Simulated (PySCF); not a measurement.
## How the method moves the HOMO and LUMO of `ClB(Cl)Cl`

BCl3.
Numbering: `[Cl:1][B:2]([Cl:3])[Cl:4]`

Structure used (PBE0-D3(BJ)/def2-SVP), in Å, numbered top down from 1:
```xyz
4
BCl3 angstrom
Cl    -0.795   -1.557    0.006
B      0.025   -0.020   -0.021
Cl    -0.893    1.461   -0.028
Cl     1.766    0.035   -0.033
```

Basis pcSseg-2 throughout (PySCF), one geometry. Isolated species at its PBE0-D3(BJ)/def2-SVP geometry, gas phase.

Task: How do the orbital energies and the gap change with the method?

Result: 
```
  method           kind  HOMO (eV)  LUMO (eV)  gap (eV)  SCF cycles
    BLYP            GGA      -7.55      -2.52      5.03          13
     PBE            GGA      -7.73      -2.71      5.02          13
   B97-D            GGA      -7.73      -2.51      5.22          13
    OPBE            GGA      -7.80      -2.61      5.19          14
    BP86            GGA      -7.82      -2.78      5.04          13
     KT2            GGA      -7.84      -2.68      5.15          12
     LDA            LDA      -7.86      -2.96      4.90          12
     KT3            GGA      -7.88      -2.62      5.25          12
   B3LYP  global hybrid      -8.87      -1.96      6.91          12
    PBE0  global hybrid      -9.17      -1.79      7.38          12
mPW1PW91  global hybrid      -9.19      -1.79      7.40          12
      HF   Hartree–Fock     -12.52       2.06     14.57           9
```

The HOMO spans 4.96 eV, from BLYP down to HF, and the gap runs from 4.90 eV (LDA) to 14.57 eV (HF). Over the methods BLYP (0 %), PBE (0 %), B97-D (0 %), OPBE (0 %), BP86 (0 %), KT2 (0 %), LDA (0 %), KT3 (0 %), B3LYP (20 %), PBE0 (25 %), mPW1PW91 (25 %), HF (100 %), a straight line through the gap against the share of exact exchange rises by 0.94 eV for each 10 % (correlation coefficient 0.999). The dipole is below 0.03 D at every level.
